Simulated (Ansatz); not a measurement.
System: HgBr, net charge 1, singlet state. 
Coordinates optimised at B3LYP-D3(BJ)/def2-TZVP (Ansatz, a program for electronic structure):
```xyz
2

Hg     0.0000     0.0000    -0.7335
Br     0.0000     0.0000     1.6766
```
Charge +1, spin multiplicity 1.

Total electronic energies in hartree. Valence correlation only, unless marked. No spin-orbit coupling. The frozen core is the preceding noble-gas configuration, with the filled d and f shells of earlier blocks. Past Kr the def2 sets carry scalar-relativistic core potentials. Basis-set limits of correlation are two-point, X^-3; Hartree-Fock from the larger set.

The T1 diagnostic of CCSD in the largest basis is 0.026, which is high, so the coupled-cluster rows are less sure than usual.

```csv
level,program,energy (Eh)
PBE/def2-TZVPD,Ansatz,-2726.97668
BLYP-D4/def2-TZVPD,Ansatz + dftd4,-2727.34073
revPBE-D4/def2-TZVPD,Ansatz + dftd4,-2727.19515
PBE0-D3(BJ)/def2-TZVPD,Ansatz + dftd3,-2727.02709
PBE0/def2-TZVP,Ansatz,-2727.02541
BHLYP/def2-TZVPD,Ansatz,-2727.19225
HSE06-D3(BJ)/def2-TZVPD,Ansatz + dftd3,-2727.03137
LC-wPBE-D3(BJ)/def2-TZVPD,Ansatz + dftd3,-2726.98435
B2PLYP-D4/def2-TZVPD,Ansatz + dftd4,-2726.68394
MP2/def2-TZVPP,Ansatz,-2725.21229
RI-MP2/def2-QZVPP,Ansatz,-2725.30258
RI-MP2/def2-QZVPPD,Ansatz,-2725.30288
SCS-MP2/def2-SVPD,Ansatz,-2724.69337
CCSD(T)/def2-SVP,Ansatz,-2724.72450
"CCSD(T)/CBS(def2-TZVPPD,def2-QZVPPD)",Ansatz,-2725.3364
```

Totals of different functionals don't rank their quality; only differences between species are comparable.
